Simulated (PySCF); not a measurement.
# Gallium: a sound run and one with changed settings

Sound run: Ga [Ar] 3d10 4s2 4p1, Ga⁺ [Ar] 3d10 4s2. Computed with PySCF 2.14 in pcseg-2, with the non-relativistic Hamiltonian (point nucleus). The sound run starts from symmetry-adapted Hartree-Fock orbitals and uses a fine grid where one is needed.

Changed run: radial step 0.8 in ln r (0.13 in the sound run). This setting is unsound on purpose.

```csv
species,method,sound run (hartree),changed run (hartree),converged
Ga,UHF,-1923.23240,-1923.23240,yes
Ga,TPSS,-1924.83503,-1925.07077,yes
Ga,BP86,-1925.12030,-1925.40374,yes
Ga⁺,UHF,-1923.02726,-1923.02726,yes
Ga⁺,TPSS,-1924.61400,-1924.84440,yes
Ga⁺,BP86,-1924.89477,-1925.17628,yes
```

Ionisation energy of Ga:

```csv
method,sound run (eV),changed run (eV)
UHF,5.582,5.582
TPSS,6.015,6.160
BP86,6.137,6.189
```

A coarse radial grid mis-integrates the density and the exchange-correlation energy, with errors of either sign; Hartree-Fock needs no grid.

For comparison, NIST gives 5.999 eV between the lowest levels.
